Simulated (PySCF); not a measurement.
Input for PySCF: D3(BJ) and D4 dispersion corrections on N2 (SMILES N#N).

```python
from pyscf import gto
from pyscf.dispersion import dftd3, dftd4

mol = gto.M(
    atom='''
    N     0.00000000   -0.00000000    0.54545039
    N    -0.00000000    0.00000000   -0.54545039
    ''',
    basis='def2-svp',
    charge=0, spin=0, verbose=0, max_memory=1800)
d3, d4 = {}, {}
for xc in ['hf', 'pbe', 'blyp', 'revpbe', 'tpss', 'r2scan', 'b3lyp', 'pbe0', 'bhlyp', 'camb3lyp', 'b2plyp']:
    d3[xc] = float(dftd3.DFTD3Dispersion(mol, xc=xc, version='d3bj', atm=False).get_dispersion()['energy'])
    print(f'D3(BJ) {xc:10s} {d3[xc]:14.8f} Eh')
for xc in ['hf', 'pbe', 'blyp', 'revpbe', 'tpss', 'r2scan', 'b3lyp', 'pbe0', 'bhlyp', 'camb3lyp', 'b2plyp']:
    d4[xc] = float(dftd4.DFTD4Dispersion(mol, xc={'camb3lyp': 'cam-b3lyp'}.get(xc, xc), atm=True).get_dispersion()['energy'])
    print(f'D4     {xc:10s} {d4[xc]:14.8f} Eh')
```

The log:

```
D3(BJ) hf            -0.00552784 Eh
D3(BJ) pbe           -0.00043318 Eh
D3(BJ) blyp          -0.00093211 Eh
D3(BJ) revpbe        -0.00121261 Eh
D3(BJ) tpss          -0.00052824 Eh
D3(BJ) r2scan        -0.00010278 Eh
D3(BJ) b3lyp         -0.00075259 Eh
D3(BJ) pbe0          -0.00035166 Eh
D3(BJ) bhlyp         -0.00057350 Eh
D3(BJ) camb3lyp      -0.00029407 Eh
D3(BJ) b2plyp        -0.00032902 Eh
D4     hf            -0.00168580 Eh
D4     pbe           -0.00036334 Eh
D4     blyp          -0.00086660 Eh
D4     revpbe        -0.00150295 Eh
D4     tpss          -0.00049563 Eh
D4     r2scan        -0.00008147 Eh
D4     b3lyp         -0.00058896 Eh
D4     pbe0          -0.00029360 Eh
D4     bhlyp         -0.00038537 Eh
D4     camb3lyp      -0.00028705 Eh
D4     b2plyp        -0.00024826 Eh
```

The run finished.

Cost: very roughly 0.04 core-seconds.
